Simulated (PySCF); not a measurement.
The complex [V(SeH)4]- (charge -1) contains V(III), shell d2. The structure is a PBE0-D3(BJ)/def2-SVP geometry optimised for multiplicity 3; coordination tetrahedral, point group S4, metal–donor distances 2.44 Å.

```
9

V     0.0000    0.0000    0.0000
Se    1.3977    1.3977    1.4268
H     0.2744    1.7560    2.3127
Se   -1.3977   -1.3977    1.4268
H    -0.2744   -1.7560    2.3127
Se   -1.3977    1.3977   -1.4268
H    -1.7560    0.2744   -2.3127
Se    1.3977   -1.3977   -1.4268
H     1.7560   -0.2744   -2.3127
```

Method (PySCF 2.14, density fitting): CASSCF(2,5) with orbitals averaged over all microstates of the shell, strongly contracted NEVPT2 on the averaged canonical orbitals; basis x2c-TZVPall on the metal, x2c-SVPall elsewhere; spin-free X2C; IEF-PCM dichloromethane; spin-orbit coupling by state interaction with the mean-field operator over all roots.

Task: Which term lies lowest, and with what spin?

Result: 3B (from 3A2) (S = 1, orbital degeneracy 1), with 2.0 electrons in the lower (e-type) set and 0.0 in the upper (t2-type) set, by NEVPT2.

Task: Where do the spin-allowed transitions within the shell lie?

Result: By NEVPT2: 3E (from 3T2) at 7708 cm⁻¹ (1297 nm); 3B (from 3T2) at 8486 cm⁻¹ (1178 nm); 3A (from 3T1) at 12730 cm⁻¹ (786 nm); 3E (from 3T1) at 13253 cm⁻¹ (755 nm); 3A (from 3T1) at 19834 cm⁻¹ (504 nm); 3E (from 3T1) at 20172 cm⁻¹ (496 nm). The strongest, at 20172 cm⁻¹, has f = 2.1e-03.

Task: Which is the lowest state of another spin?

Result: 1A (from 1E) at 11068 cm⁻¹ by NEVPT2; CASSCF alone puts it at 13266 cm⁻¹ above the same ground state.

Task: Give the fitted ligand-field and repulsion parameters.

Result: At CASSCF level (the NEVPT2 levels don't fit a ligand-field model well): orbital energies 0, 813, 6202, 6298, 6298 cm⁻¹; 10Dq = 5860 cm⁻¹ (difference of the means of the two sets); B = 840 cm⁻¹; C = 3277 cm⁻¹; B over its free-ion value at the same level 0.773; rms of the fit 309 cm⁻¹; ζ = 128 cm⁻¹ (free ion 209).

Task: What magnetic behaviour follows?

Result: The ground multiplet follows a spin Hamiltonian with S = 1, g = 1.936, 1.936, 1.938, D = 0.04 cm⁻¹, E/|D| = 0.00 (spin-orbit part alone); the lowest levels hold 100 % of the spin-free ground state. μeff is 2.82 μB at 300 K and 2.74 μB at 10 K; the spin-only value is 2.83 μB.

NEVPT2 lifts 3B (from 3T2) from 6760 to 8486 cm⁻¹; on the d shell alone such lifts tend to overshoot. NEVPT2 on the d shell alone tends to put d–d bands too high for such charged or covalently bound ions.

The job took 33 s on one thread of Arm Neoverse V2 (shared host), with 196 basis functions and a peak of 0.66 GiB, launched as `OMP_NUM_THREADS=1 python lf_run.py task.json out`.
